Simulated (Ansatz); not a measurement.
Input for Ansatz (a program for electronic structure): R-r2SCAN/def2-TZVPP on H2SSe2 (SMILES S[Se][SeH]), a point of a torsion scan.

Ansatz 0.2 input:
```yaml
crystal:
  periodic: [false, false, false]
  atoms:
    - {symbol: S, position_ang: [1.70374683, -0.70763108, -0.24985238]}
    - {symbol: Se, position_ang: [-0.34264052, -1.08045126, -1.11977888]}
    - {symbol: Se, position_ang: [-1.37957470, 0.94553298, -1.01063870]}
    - {symbol: H, position_ang: [1.51308715, 0.58546569, -0.00019772]}
    - {symbol: H, position_ang: [-0.97523381, 1.45996671, -2.31857750]}
basis:
  gaussian:
    orbitals: def2-TZVPP
hamiltonian:
  xc: {name: r2SCAN}
scf: {lower_state_search: off}
```

Question: What total energy does the run end on?

Answer: -5202.4783 hartree.
